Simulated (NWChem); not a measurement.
System: bromine monochloride (BrCl); SMILES ClBr

Input file for NWChem:

```
start job
memory heap 200 mb stack 900 mb global 1100 mb
geometry units angstroms noautoz
  Cl     0.000000     0.000000     1.451792
  Br     0.000000     0.000000    -0.712717
end
basis spherical
  * library def2-svp
end
dft
  xc r2scan
  iterations 150
  mulliken
end
task dft energy
```

Geometry: optimised at PBE0/def2-SVP.

Task: Give the results of this calculation. (r2SCAN/def2-SVP.) Quantities: energy (Ha); highest occupied level (eV); orbital gap (eV); dipole (D).

Result: 
| Item | Value |
|---|---|
| energy (Ha) | -3033.83 |
| highest occupied level (eV) | -7.26 |
| orbital gap (eV) | 2.83 |
| dipole (D) | 0.54 |
